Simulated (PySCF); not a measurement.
Level of theory: PBE-D3(BJ)/def2-TZVP // r2SCAN-D4/def2-TZVP in PySCF. Gas-phase values, no solvent. Excitations are Tamm–Dancoff values on a coarser integration grid. The basis has no diffuse functions, so Rydberg states are missing or too high.

Reference species (SMILES): `NB(N)I` (neutral, multiplicity 1).

The HOMO–LUMO gap comes out as 5.66 eV and the T1 excitation (TDA) is 5.49 eV. The S1 excitation (TDA) is 5.75 eV and the HOMO comes out as -5.94 eV.

After one change: the HOMO–LUMO gap falls by 1.00 eV; the T1 excitation (TDA) decreases by 0.90 eV; the S1 excitation (TDA) falls by 1.04 eV; the HOMO decreases by 0.23 eV.

Problem. What was changed between the two runs? The new species is one of these.
A. `NB(I)I`
B. `NB(N)N`
C. `IB(I)I`

Solution. A, `NB(I)I`
